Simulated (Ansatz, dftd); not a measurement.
System: C₄H₆O, charge 0, singlet. C4H6O (cyclobutanone, SMILES O=C1CCC1).
B3LYP-D3(BJ)/def2-TZVP minimum from Ansatz (an electronic-structure program):
```xyz
11

O      1.8447    -0.1819    -0.2668
C      0.6673    -0.0658    -0.0965
C     -0.3671     0.9822    -0.5228
C     -1.4544     0.1434     0.2104
C     -0.3864    -0.9079     0.6317
H     -0.1716     1.9757    -0.1161
H     -0.4763     1.0694    -1.6049
H     -1.9263     0.6578     1.0446
H     -2.2309    -0.2479    -0.4432
H     -0.2021    -1.0025     1.7031
H     -0.5068    -1.9088     0.2142
```

Quantity: atomisation energy (electronic, to ground-state atoms), in kJ/mol. Open shells are spin-unrestricted; no spin-orbit coupling. Correlated methods leave the cores frozen. Rows without X2C or -DK are non-relativistic. CBS(X,Y): correlation extrapolated as X^-3, Hartree-Fock from the larger set. A bracket is a step between two methods taken in the basis named. Functionals run without relativity, which enters their misses. Double hybrids freeze cores in their MP2 part. '+ core + X2C': CCSD(T) terms for core correlation (cc-pwCVTZ) and scalar relativity (cc-pVTZ-DK). Where a partner has so few electrons that a lower coupled-cluster level is exact, that level stands in.

```csv
level,program,atomisation energy (kJ/mol),difference against the last row
HF/cc-pVQZ,Ansatz,3423.8,-1280.4
r2SCAN-D4/def2-TZVPD,Ansatz + dftd4,4713.6,9.4
PBE0-D3(BJ)/def2-TZVPD,Ansatz + dftd3,4748.5,44.3
r2SCANh-D4/def2-TZVPD,Ansatz + dftd4,4682.1,-22.1
B2PLYP-D3(BJ)/def2-TZVPD,Ansatz + dftd3,4656.9,-47.3
MP2/cc-pVQZ,Ansatz,4741.4,37.2
CCSD/cc-pVDZ,Ansatz,4297.9,-406.3
CCSDT(Q)/cc-pVDZ,Ansatz,4358.0,-346.2
"CCSD(T)/CBS(cc-pVTZ,cc-pVQZ) + [CCSDT(Q) - CCSD(T)]/cc-pVDZ + core + X2C",Ansatz,4704.2,0.0
```
